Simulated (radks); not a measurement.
Values are calculated unless marked as measured or tabulated.
Problem. The technetium ion Tc+, configuration [Kr] 4d5 5s1. Code: a radial shooting solver on a logarithmic mesh with Libxc functionals. Model: Dirac Kohn-Sham, PBEsol, spin-unpolarised, spherical densities, finite nucleus; open shells fill j = l - 1/2 first; Fermi nuclear charge, rms radius 4.4112 fm.

Spin-orbit splittings of the eigenvalues, e(l+1/2) - e(l-1/2), with zeta = 2 splitting/(2l+1) and mean radii in bohr:

| shell | occ. | splitting (eV) | zeta (eV) | <r> j=l-1/2 | <r> j=l+1/2 |
|---|---|---|---|---|---|
| 2p | 6 | ? | ? | 0.1271 | 0.1318 |
| 3p | 6 | 19.76 | 13.17 | 0.4093 | 0.4199 |
| 3d | 10 | 3.800 | 1.520 | 0.3971 | 0.4006 |
| 4p | 6 | 2.956 | 1.971 | 1.152 | 1.183 |
| 4d | 5 | 0.2949 | 0.1180 | 1.664 | 1.682 |

Estimate the 2p splitting.

Solution. 118.1 eV (zeta = 78.76 eV).
